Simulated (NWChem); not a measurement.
Species: C4H7Cl; SMILES CC1(Cl)CC1

Results from NWChem. Medium grid unless said otherwise, to which SCAN and Minnesota functionals are sensitive. Coordinates come from a PBE0/def2-SVP optimisation. Not confirmed as a minimum by frequencies.

For level M05-2X/def2-SVP:

| Property | Result |
|---|---|
| highest occupied level (eV) | -8.83 |
| orbital gap (eV) | 11.22 |
| dipole (D) | 1.85 |

Problem. How do the values read with level B3LYP/def2-SVP instead?

Solution. The highest occupied level (eV) is -7.22, the orbital gap (eV) is 8.16 and the dipole (D) is 1.73.
